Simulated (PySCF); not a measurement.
This script is equivalent to a calculation on Be (beryllium, neutral).

```python
from pyscf import gto, scf, dft, mp, cc
import basis_set_exchange as bse
mol = gto.M(atom="Be 0 0 0", charge=0, spin=0, symmetry="D2h",
            basis=gto.basis.parse(bse.get_basis("dyall-av2z", elements=["Be"], fmt="nwchem", header=False)))
mf = dft.UKS(mol, xc="MN15")
mf.irrep_nelec = {'Ag': (2, 2)}
mf.kernel()
```

What total energy does it give?

-14.676 hartree (calculated).

Which occupied shell lies highest, and where?

2s, at -6.727 eV.
